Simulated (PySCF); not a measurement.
C2H5CdI, SMILES C[CH2][Cd][I].

Coordinates come from a PBE0-D3(BJ)/def2-SVP optimisation. The structure was generated by enumeration; whether it is a known compound was not checked. The def2 effective core potentials stand for the cores of Cd, I; spin–orbit coupling is left out. The values are those of a single conformer.

Calculation: PySCF with TDA-M06-2X/def2-SVPD.

Vertical excitations. Gas-phase values at a fixed geometry. State labels are in the subgroup Cs.

Task: List the lowest excited states. (An estimate is asked for; the answer gives what the named calculation found.)

Result: 
```json
[
 {"state": "S1", "symmetry": "A\"", "energy (eV)": "5.22", "λ (nm)": "238", "f": "0.026", "main pairs": "HOMO→LUMO 94 %"},
 {"state": "S2", "symmetry": "A'", "energy (eV)": "5.22", "λ (nm)": "238", "f": "0.026", "main pairs": "HOMO−1→LUMO 94 %"},
 {"state": "S3", "symmetry": "A\"", "energy (eV)": "5.63", "λ (nm)": "220", "f": "0.000", "main pairs": "HOMO→LUMO+1 66 %, HOMO−1→LUMO+2 30 %"},
 {"state": "S4", "symmetry": "A'", "energy (eV)": "5.65", "λ (nm)": "219", "f": "0.035", "main pairs": "HOMO−2→LUMO+1 77 %, HOMO−2→LUMO 18 %"},
 {"state": "S5", "symmetry": "A\"", "energy (eV)": "5.74", "λ (nm)": "216", "f": "0.016", "main pairs": "HOMO−2→LUMO+2 97 %"},
 {"state": "S6", "symmetry": "A'", "energy (eV)": "5.75", "λ (nm)": "216", "f": "0.004", "main pairs": "HOMO−1→LUMO+1 59 %, HOMO→LUMO+2 36 %"},
 {"state": "S7", "symmetry": "A\"", "energy (eV)": "5.75", "λ (nm)": "216", "f": "0.000", "main pairs": "HOMO−1→LUMO+2 68 %, HOMO→LUMO+1 29 %"},
 {"state": "S8", "symmetry": "A'", "energy (eV)": "5.81", "λ (nm)": "214", "f": "0.206", "main pairs": "HOMO−2→LUMO 44 %, HOMO→LUMO+2 28 %, HOMO−2→LUMO+1 17 %, HOMO−1→LUMO+1 7 %"},
 {"state": "S9", "symmetry": "A'", "energy (eV)": "6.34", "λ (nm)": "195", "f": "0.556", "main pairs": "HOMO−2→LUMO 25 %, HOMO→LUMO+2 23 %, HOMO−1→LUMO+1 19 %, HOMO−3→LUMO 18 %"},
 {"state": "S10", "symmetry": "A\"", "energy (eV)": "7.31", "λ (nm)": "170", "f": "0.017", "main pairs": "HOMO→LUMO+3 91 %"},
 {"state": "T1", "symmetry": "A'", "energy (eV)": "4.47", "λ (nm)": "277", "f": "0", "main pairs": "HOMO−2→LUMO 92 %"},
 {"state": "T2", "symmetry": "A\"", "energy (eV)": "4.95", "λ (nm)": "251", "f": "0", "main pairs": "HOMO→LUMO 92 %"},
 {"state": "T3", "symmetry": "A'", "energy (eV)": "4.95", "λ (nm)": "250", "f": "0", "main pairs": "HOMO−1→LUMO 92 %"},
 {"state": "T4", "symmetry": "A'", "energy (eV)": "5.31", "λ (nm)": "234", "f": "0", "main pairs": "HOMO−2→LUMO+1 94 %"}
]
```
Triplets are in the Tamm–Dancoff approximation.
